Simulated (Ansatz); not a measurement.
Job for Ansatz (a quantum-chemistry and plane-wave program): R-wB97M-V/def2-TZVPP on BGeH5 (SMILES [BH2][GeH3]), a point of a torsion scan.

Ansatz 0.2 input:
```yaml
crystal:
  periodic: [false, false, false]
  atoms:
    - {symbol: B, position_ang: [1.24213823, -0.07345677, 0.00227713]}
    - {symbol: Ge, position_ang: [-0.74713502, 0.08393203, 0.00610023]}
    - {symbol: H, position_ang: [1.93796002, 0.86138203, -0.04976087]}
    - {symbol: H, position_ang: [1.74565291, -1.12550111, 0.05065136]}
    - {symbol: H, position_ang: [-1.41924322, -0.60822584, -1.13906666]}
    - {symbol: H, position_ang: [-1.41625445, -0.54652510, 1.18788328]}
    - {symbol: H, position_ang: [-1.34064642, 1.45662234, -0.03045196]}
basis:
  gaussian:
    orbitals: def2-TZVPP
hamiltonian:
  xc: {name: wB97M-V}
scf: {lower_state_search: off}
```

The log:

```
WARN ansatz: RAYON_NUM_THREADS=1 ignored (pool sized by the plan → 1); use --threads N
Functional definition: wB97M-V
these checks for a lower state are left out or cut short: stability, starts, cluster_reference, orbital_swaps, neighbouring_geometries, increment
integrals: 0.07 GiB planned
850 factors; their error is unknown
integrals: 0.11 GiB planned
213 factors; integrals over basis functions are off by at most 9.2e-6 eV
mean field: 0.70 GiB planned
mean field evaluation 1: about -57269.9816 eV, gradient 1.8e1 eV
mean field evaluation 2: about -57270.3563 eV, gradient 1.4e1 eV
mean field evaluation 4: about -57270.5053 eV, gradient 4.8e-1 eV
mean field evaluation 8: about -57270.6633 eV, gradient 2.6e-1 eV
mean field evaluation 16: about -57270.6634 eV, gradient 6.3e-6 eV
mean field -57270.66335883 eV, -2104.6580589871 hartree, gradient 6.3e-6 eV, S^2 0.000000; 0 other end points of the search recorded, 0 dependent functions left out
reference -57270.66340727 eV, -2104.6580607672 hartree; 21, 21 occupied and 128, 128 virtual orbitals, 850 factors
Total energy: -57270.66340727 eV, -2104.6580607672 hartree
Checks for a lower state left out: stability, starts, cluster_reference, orbital_swaps, neighbouring_geometries, increment
```

The run converged.

Cost: about 5 core-seconds (a rough figure).
